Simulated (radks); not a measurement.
Initial-state core-level shifts of neutral bismuth when its valence configuration changes from [Hg] 6p3. Method: scalar-relativistic Kohn-Sham, SCAN, spin-polarised, spherical densities, finite nucleus; open shells are filled with parallel spins first (spin-orbit coupling, left out, can overturn this in heavy ions); meta-GGA in the generalised Kohn-Sham scheme; Fermi nuclear charge, rms radius 5.5211 fm; computed with a radial shooting solver on a logarithmic mesh with Libxc functionals. Shifts are changes of the shell-averaged eigenvalues in eV (positive: less bound); the change of the density at the nucleus, which sets a Mossbauer isomer shift, is in e/bohr^3, on a base of 3.212e+06.

valence	2p	3p	3d	4s	density at nucleus
[Xe] 4f14 5d9.5 6s2 6p3.5	-3.350	-3.292	-3.310	-3.229	+48.0
[Xe] 4f13.5 5d10 6s2 6p3.5	-11.366	-12.537	-12.473	-10.843	+160.8
[Xe] 4f14 5d8.5 6s2 6p4.5	-10.096	-9.904	-9.960	-9.692	+167.8
[Xe] 4f13.5 5d10 6s1 6p4.5	-13.166	-14.360	-14.291	-12.682	-170.8
[Xe] 4f13.5 5d9 6s2 6p4.5	-18.201	-19.233	-19.209	-17.384	+279.8
[Xe] 4f13 5d10 6s2 6p4	-22.932	-25.283	-25.159	-21.806	+331.4
[Xe] 4f14 5d10 6s1 6p4	-1.848	-1.872	-1.866	-1.888	-318.8
[Xe] 4f14 5d9 6s2 6p4	-6.711	-6.589	-6.625	-6.455	+106.0
[Xe] 4f13.5 5d9 6s1 6p5.5	-19.843	-20.902	-20.873	-19.072	-94.1
